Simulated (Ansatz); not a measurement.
MoO4H, that is [MoO3(OH)]- with one electron fewer. The state is a doublet with charge 0. Geometry PBE0-D4/def2-SVPD; atoms count from 1.

```xyz
6

Mo    0.109   -0.230   -0.335
O    -0.702   -1.624   -0.814
O     0.237    0.833   -1.872
O     1.672   -0.601    0.155
O    -0.840    0.624    1.028
H    -0.477    0.998    1.838
```

In the def2 sets Mo takes a core potential; there is no spin–orbit coupling. No other spin state of charge 0 was run.

Estimate the Mulliken populations from the PBE0/def2-TZVPD orbitals of Ansatz.


```json
{"atom": "Mo1", "charge (e)": "2.57", "spin (α − β)": "-0.16", "d electrons": "3.35"}
{"atom": "O2", "charge (e)": "-0.73", "spin (α − β)": "0.14", "d electrons": "–"}
{"atom": "O3", "charge (e)": "-0.56", "spin (α − β)": "0.96", "d electrons": "–"}
{"atom": "O4", "charge (e)": "-0.75", "spin (α − β)": "0.07", "d electrons": "–"}
{"atom": "O5", "charge (e)": "-0.84", "spin (α − β)": "0.00", "d electrons": "–"}
{"atom": "H6", "charge (e)": "0.31", "spin (α − β)": "0.00", "d electrons": "–"}
```
Mulliken values and Mayer orders depend strongly on the basis. With diffuse functions, as here, like atoms can get unlike values, and bond orders can come out too low or too high.

Where does the spin sit?

Summed by element: Mo -0.16, O 1.16, H 0.00, of 1 unpaired in all. Largest on single atoms: O3 0.96, Mo1 -0.16, O2 0.14.

And the Mayer bond orders between bonded heavy atoms (over 0.3)?

Mo1–O2 1.51 (1.68 Å); Mo1–O3 0.69 (1.87 Å); Mo1–O4 1.53 (1.68 Å); Mo1–O5 0.61 (1.87 Å).
